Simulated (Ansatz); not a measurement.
Consider the isomerisation: `B[O][GaH2]` → `[BH2][GaH][OH]`.

Gas-phase electronic energies from Ansatz, PBE0-D4/def2-TZVP geometries. CCSD(T)/CBS adds triple-zeta CCSD(T) − MP2 to the extrapolated MP2 energy (def2 sets, frozen cores). DFT in def2-TZVPP. For Ga outer-core shells are correlated without core-valence functions, which leaves a few kJ/mol of doubt a bond. Scalar relativity is left out up to krypton. Each species was taken in one conformer, which may not be the lowest.

| level | ΔE (kcal/mol) |
| --- | --- |
| r2SCAN-D4 | 37.0 |
| B97M-V | 38.8 |
| HF/def2-SVP | 44.3 |
| MP2/def2-SVP | 44.1 |

(1) What does CCSD(T)/CBS give? (Best estimate.)

Largest T1 diagnostic among the species: 0.016.

## Answers

(1) Ansatz gave: +35.2 kcal/mol. The listed levels differ from it by 1.8, 3.6, 9.1, 8.9 kcal/mol.

In def2-TZVPP, CCSD(T) changes the Hartree–Fock value by −4.1 kcal/mol (the triples alone add −0.1 kcal/mol) and MP2 by −3.2 kcal/mol. At CCSD(T), def2-SVP lies +7.7 kcal/mol from the extrapolated value and def2-TZVPP +1.6 kcal/mol.
